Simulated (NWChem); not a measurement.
System: CH₄MgSe; SMILES [CH3][Mg][SeH]

The following NWChem deck was run.

```
start job
memory heap 200 mb stack 900 mb global 1100 mb
geometry units angstroms noautosym nocenter noautoz
  Mg     0.137079    -1.163001     0.009472
  C      0.389435    -3.234555     0.028204
  H     -0.318225    -3.737910    -0.652336
  H      0.230700    -3.657577     1.034573
  H      1.405694    -3.523042    -0.290229
  Se    -0.123879     1.268937    -0.006035
  H     -1.565967     1.107373    -0.266588
end
basis spherical
  * library def2-tzvp
end
dft
  xc b3lyp
  iterations 150
end
property
  efieldgrad
end
task dft property
```

Structure relaxed at the PBE0/def2-SVP level. B3LYP is NWChem's, with the RPA form of VWN correlation.

Vzz is the largest principal value of the second derivative of the potential at the nucleus (NWChem prints the opposite sign); η is the asymmetry. Non-relativistic.

Atoms are numbered as in the input.

Q: Give the results of this calculation. (B3LYP/def2-TZVP.) Quantities: Vzz Mg1 (a.u.); η Mg1; Vzz Se6 (a.u.); η Se6.

A: 
```json
{
 "Vzz Mg1 (a.u.)": "-0.994",
 "η Mg1": "0.11",
 "Vzz Se6 (a.u.)": "3.795",
 "η Se6": "0.68"
}
```
